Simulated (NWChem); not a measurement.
System: CH4N2OSi; SMILES N[SiH2]N=C=O

```xyz
9

N     -0.8749     2.1236     0.0000
Si     0.5234     1.1235     0.0000
N      0.2322    -0.5844     0.0000
C     -0.0336    -1.7539     0.0000
O     -0.2905    -2.9060     0.0000
H     -1.4398     2.2193     0.8352
H     -1.4398     2.2193    -0.8352
H      1.2880     1.4142    -1.2329
H      1.2880     1.4142     1.2329
```
Atoms are numbered in this order, from 1.

Results from NWChem. Geometry: optimised at B3LYP/6-31G* (spherical d). Level M06-L/def2-SVP: energy and gradient on several grids; changes count from the extra-fine grid, which is no exact limit either.

```json
[
 {"grid": "xcoarse", "size of the energy change (μHa)": "5000", "largest change of a gradient component (μHa/bohr)": "5000", "time, medium = 1 (rough)": "about 1"},
 {"grid": "coarse", "size of the energy change (μHa)": "2000", "largest change of a gradient component (μHa/bohr)": "1000", "time, medium = 1 (rough)": "about 1"},
 {"grid": "medium", "size of the energy change (μHa)": "90", "largest change of a gradient component (μHa/bohr)": "200", "time, medium = 1 (rough)": "about 1"},
 {"grid": "fine", "size of the energy change (μHa)": "< 10", "largest change of a gradient component (μHa/bohr)": "300", "time, medium = 1 (rough)": "about 1"},
 {"grid": "xfine", "size of the energy change (μHa)": "< 10", "largest change of a gradient component (μHa/bohr)": "< 30", "time, medium = 1 (rough)": "2"}
]
```
